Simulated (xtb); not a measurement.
Input file for xtb: GFN2-xTB on Au, 2S+1 = 2, a spin state set in the input, which need not be the lowest.

```
$ xtb mol.xyz --gfn 2 --sp --chrg 0 --uhf 1
1

Au     0.00000000     0.00000000     0.00000000
```

It printed:

```
[...]
           -------------------------------------------------
          |                Calculation Setup                |
           -------------------------------------------------



           -------------------------------------------------
          |                 G F N 2 - x T B                 |
           -------------------------------------------------

        Reference                      10.1021/acs.jctc.8b01176
      * Hamiltonian:
        H0-scaling (s, p, d)           1.850000    2.230000    2.230000
        zeta-weighting                 0.500000
      * Dispersion:
        s8                             2.700000
        a1                             0.520000
        a2                             5.000000
        s9                             5.000000
      * Repulsion:
        kExp                           1.500000    1.000000
        rExp                           1.000000
      * Coulomb:
        alpha                          2.000000
        third order                    shell-resolved
        anisotropic                    true
        a3                             3.000000
        a5                             4.000000
        cn-shift                       1.200000
        cn-exp                         4.000000
        max-rad                        5.000000


          ...................................................
          :                      SETUP                      :
          :.................................................:
          :  # basis functions                  10          :
          :  # atomic orbitals                   9          :
          :  # shells                            3          :
          :  # electrons                        11          :
          :  max. iterations                   250          :
          :  Hamiltonian                  GFN2-xTB          :
          :  restarted?                      false          :
          :  GBSA solvation                  false          :
          :  PC potential                    false          :
          :  electronic temp.          300.0000000     K    :
          :  accuracy                    1.0000000          :
          :  -> integral cutoff          0.2500000E+02      :
          :  -> integral neglect         0.1000000E-07      :
          :  -> SCF convergence          0.1000000E-05 Eh   :
          :  -> wf. convergence          0.1000000E-03 e    :
          :  Broyden damping             0.4000000          :
          :  net charge                          0          :
          :  unpaired electrons                  1          :
          ...................................................

 iter      E             dE          RMSdq      gap      omega  full diag
   1     -3.8026194 -0.380262E+01  0.179E-14    8.57       8.6  T
   2     -3.8026194  0.000000E+00  0.143E-14    8.57       8.6  T
   3     -3.8026194  0.000000E+00  0.110E-14    8.57       8.6  T

   *** convergence criteria satisfied after 3 iterations ***

         #    Occupation            Energy/Eh            Energy/eV
      -------------------------------------------------------------
         1        2.0000           -0.3520070              -9.5786
         2        2.0000           -0.3520070              -9.5786
         3        2.0000           -0.3520070              -9.5786
         4        2.0000           -0.3520070              -9.5786
         5        2.0000           -0.3520070              -9.5786
         6        1.0000           -0.2825491              -7.6886 (HOMO)
         7                          0.0324643               0.8834 (LUMO)
         8                          0.0324643               0.8834
         9                          0.0324643               0.8834
      -------------------------------------------------------------
                  HL-Gap            0.3150134 Eh            8.5720 eV
             Fermi-level           -0.2206321 Eh           -6.0037 eV

 SCC (total)                   0 d,  0 h,  0 min,  0.001 sec
 SCC setup                      ...        0 min,  0.000 sec (  7.317%)
 Dispersion                     ...        0 min,  0.000 sec (  1.376%)
 classical contributions        ...        0 min,  0.000 sec (  0.390%)
 integral evaluation            ...        0 min,  0.000 sec ( 17.856%)
 iterations                     ...        0 min,  0.001 sec ( 61.007%)
 molecular gradient             ...        0 min,  0.000 sec (  3.493%)
 printout                       ...        0 min,  0.000 sec (  7.860%)

         :::::::::::::::::::::::::::::::::::::::::::::::::::::
         ::                     SUMMARY                     ::
         :::::::::::::::::::::::::::::::::::::::::::::::::::::
         :: total energy              -3.802619448068 Eh    ::
         :: gradient norm              0.000000000000 Eh/a0 ::
         :: HOMO-LUMO gap              8.571951000000 eV    ::
         ::.................................................::
         :: SCC energy                -3.802619448068 Eh    ::
         :: -> isotropic ES            0.000000000000 Eh    ::
         :: -> anisotropic ES          0.000000000000 Eh    ::
         :: -> anisotropic XC          0.000000000000 Eh    ::
         :: -> dispersion              0.000000000000 Eh    ::
         :: repulsion energy           0.000000000000 Eh    ::
         :: add. restraining           0.000000000000 Eh    ::
         :: total charge               0.000000000000 e     ::
         :::::::::::::::::::::::::::::::::::::::::::::::::::::

           -------------------------------------------------
          |                Property Printout                |
           -------------------------------------------------

    * Orbital Energies and Occupations

         #    Occupation            Energy/Eh            Energy/eV
      -------------------------------------------------------------
         1        2.0000           -0.3520070              -9.5786
         2        2.0000           -0.3520070              -9.5786
         3        2.0000           -0.3520070              -9.5786
         4        2.0000           -0.3520070              -9.5786
         5        2.0000           -0.3520070              -9.5786
         6        1.0000           -0.2825491              -7.6886 (HOMO)
         7                          0.0324643               0.8834 (LUMO)
         8                          0.0324643               0.8834
         9                          0.0324643               0.8834
      -------------------------------------------------------------
                  HL-Gap            0.3150134 Eh            8.5720 eV
             Fermi-level           -0.2206321 Eh           -6.0037 eV

     #   Z          covCN         q      C6AA      α(0)
     1  79 Au       0.000     0.000   346.149    37.719

 Mol. C6AA /au·bohr⁶  :        346.149361
 Mol. C8AA /au·bohr⁸  :      33817.534848
 Mol. α(0) /au        :         37.718888


Wiberg/Mayer (AO) data.
largest (>0.10) Wiberg bond orders for each atom

 ---------------------------------------------------------------------------
     #   Z sym  total        # sym  WBO       # sym  WBO       # sym  WBO
 ---------------------------------------------------------------------------
     1  79 Au   0.000
 ---------------------------------------------------------------------------


molecular dipole:
                 x           y           z       tot (Debye)
 q only:        0.000       0.000       0.000
   full:        0.000       0.000       0.000       0.000
molecular quadrupole (traceless):
                xx          xy          yy          xz          yz          zz
 q only:        0.000       0.000       0.000       0.000       0.000       0.000
  q+dip:        0.000       0.000       0.000       0.000       0.000       0.000
Note: The following floating-point exceptions are signalling: IEEE_DENORMAL
normal termination of xtb
   full:        0.000       0.000       0.000       0.000       0.000       0.000


           -------------------------------------------------
          | TOTAL ENERGY               -3.802619448068 Eh   |
          | GRADIENT NORM               0.000000000000 Eh/α |
          | HOMO-LUMO GAP               8.571951000000 eV   |
           -------------------------------------------------

------------------------------------------------------------------------
------------------------------------------------------------------------
 total:
 SCF:
```

The run finished.

Cost: about 0.020 core-seconds (a rough figure).
